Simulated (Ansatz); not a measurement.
Born–Oppenheimer molecular dynamics of BF₃H₃N (8 atoms, charge 0, multiplicity 1). It starts at the highest image of a converged band. Of that band: Neighbouring images differ by up to 1.9 eV, so the band resolves the path poorly. A vibrational analysis at the climbing image gives one clearly imaginary mode, 1512i cm⁻¹: a first-order saddle point.

Method: RHF/def2-SVP in Ansatz 0.2.0.

```json
{
  "ensemble": "NVE (velocity Verlet)",
  "time step": "0.5 fs",
  "steps asked": "200",
  "starting velocities drawn for": "100 K",
  "seed": "11163"
}
```

First frame:

```xyz
8
Properties=species:S:1:pos:R:3
B 0.036 -0.398 -0.004
F -0.271 0.252 1.558
F 1.175 0.143 -0.401
F -1.060 -0.173 -0.709
N 0.128 -1.741 0.704
H -0.589 -2.407 0.477
H 1.033 -2.178 0.701
H -0.129 -0.838 1.641
```

Question: How far do the bonds stretch over the last three quarters of this one trajectory? (Pairs bonded in most of those frames.)

Answer: 
```csv
bond,mean (Å),spread (Å),shortest,longest
B1–F2,1.343,0.101,1.17,1.50
B1–F3,1.338,0.065,1.23,1.46
B1–F4,1.331,0.051,1.25,1.44
N5–H6,1.015,0.035,0.94,1.09
N5–H7,1.013,0.031,0.94,1.10
N5–H8,1.021,0.058,0.92,1.11
```

Pairs bonded in part of these frames only: B1–N5 9 %.

Mean temperature of the second half: 1063 K. The conserved energy stayed within 0.91 meV per atom of its start (net change -0.25 meV per atom), so the integration is sound. The kinetic energy rose, since the run started high on the potential surface and went downhill. It ends in pieces (BF3 + H3N), so much of that is their flight and rotation, not heat. A run of 0.1 ps of so small a system gives no equilibrium averages. The orbitals stay closed-shell, which can raise the energy where a bond breaks towards radicals; this wasn't checked here.

The run took 100 s on 1 thread of AMD EPYC 9R45 96-Core Processor (Zen 5), with other jobs on the host, peak memory 0.17 GiB.
